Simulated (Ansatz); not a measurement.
Molecule: sum formula YOBr, net charge 0, singlet state. SMILES: [O]=[Y][Br]
Geometry: optimised at B3LYP-D3(BJ)/def2-TZVP (Ansatz, a program for electronic structure).

Quantity: vertical triplet-singlet gap (E(triplet) - E(singlet); each state is the SCF solution reached for its spin), in kJ/mol. Valence correlation only, unless marked. UHF or UKS for open shells. Spin-orbit coupling is left out. The frozen core is the preceding noble-gas configuration, with the filled d and f shells of earlier blocks. In def2 rows, elements after Kr have scalar-relativistic effective core potentials. CBS(X,Y): correlation extrapolated as X^-3; Hartree-Fock from the larger set. The bracket is a focal-point correction in the basis named.

```json
[
 {"level": "HF/def2-SVPD", "program": "Ansatz", "vertical triplet-singlet gap (kJ/mol)": "130.1"},
 {"level": "B2PLYP/def2-TZVPD", "program": "Ansatz", "vertical triplet-singlet gap (kJ/mol)": "309.1"},
 {"level": "MP2/def2-SVPD", "program": "Ansatz", "vertical triplet-singlet gap (kJ/mol)": "364.4"},
 {"level": "RI-MP2/def2-QZVPPD", "program": "Ansatz", "vertical triplet-singlet gap (kJ/mol)": "366.8"},
 {"level": "CCSD/def2-SVPD", "program": "Ansatz", "vertical triplet-singlet gap (kJ/mol)": "287.3"},
 {"level": "CCSD/def2-TZVPPD", "program": "Ansatz", "vertical triplet-singlet gap (kJ/mol)": "281.9"},
 {"level": "RI-MP2/CBS(def2-TZVPPD,def2-QZVPPD)+[CCSD(T)-MP2]/def2-TZVPPD", "program": "Ansatz", "vertical triplet-singlet gap (kJ/mol)": "311.3"}
]
```
